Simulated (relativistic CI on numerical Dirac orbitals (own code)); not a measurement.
## Magnetism of Fe⁵⁺, 3d3, in a crystal field

Calculated by Dirac-Coulomb-Breit CI, orbitals from a KLI potential per configuration, QED by a radiative potential, valence Slater integrals scaled by 0.7, one configuration in a parametric crystal field (own radial code).

Field parameters in Wybourne normalisation: Oh B⁴₀ = 21Dq, B⁴₄ = √(5/14) B⁴₀. The field is a parameter set, without covalency.

S is read from ⟨S²⟩ = S(S + 1).

Powder χT (cm³ K mol⁻¹) by Van Vleck's formula, with temperature-independent terms:

| Field | 2 K | 5 K | 10 K | 20 K | 50 K | 100 K | 200 K | 300 K |
| --- | --- | --- | --- | --- | --- | --- | --- | --- |
| Oh, 10Dq = 5900 cm⁻¹ | 1.43 | 1.43 | 1.43 | 1.44 | 1.45 | 1.46 | 1.5 | 1.53 |
| Oh, 10Dq = 10600 cm⁻¹ | 1.62 | 1.62 | 1.62 | 1.63 | 1.63 | 1.64 | 1.66 | 1.68 |
| Oh, 10Dq = 15300 cm⁻¹ | 1.7 | 1.7 | 1.7 | 1.7 | 1.71 | 1.71 | 1.73 | 1.74 |
| Oh, 10Dq = 20000 cm⁻¹ | 1.74 | 1.74 | 1.74 | 1.74 | 1.75 | 1.75 | 1.76 | 1.77 |
| Oh, 10Dq = 24700 cm⁻¹ | 1.77 | 1.77 | 1.77 | 1.77 | 1.77 | 1.78 | 1.78 | 1.79 |
| Oh, 10Dq = 29400 cm⁻¹ | 1.78 | 1.79 | 1.79 | 1.79 | 1.79 | 1.79 | 1.8 | 1.81 |
| Oh, 10Dq = 34100 cm⁻¹ | 1.8 | 1.8 | 1.8 | 1.8 | 1.8 | 1.8 | 1.81 | 1.82 |
| Oh, 10Dq = 38800 cm⁻¹ | 1.81 | 1.81 | 1.81 | 1.81 | 1.81 | 1.81 | 1.82 | 1.82 |

For Oh, 10Dq = 38800 cm⁻¹: what effective moment follows at 300 K?

μ_eff = √(8χT) = 3.82 μB. The ground level has S = 1.50; the spin-only moment for S = 3/2 is 3.88 μB. The difference comes from the orbital moment, spin-orbit mixing of terms and temperature-independent paramagnetism, all larger in this ionic model than in covalent complexes.
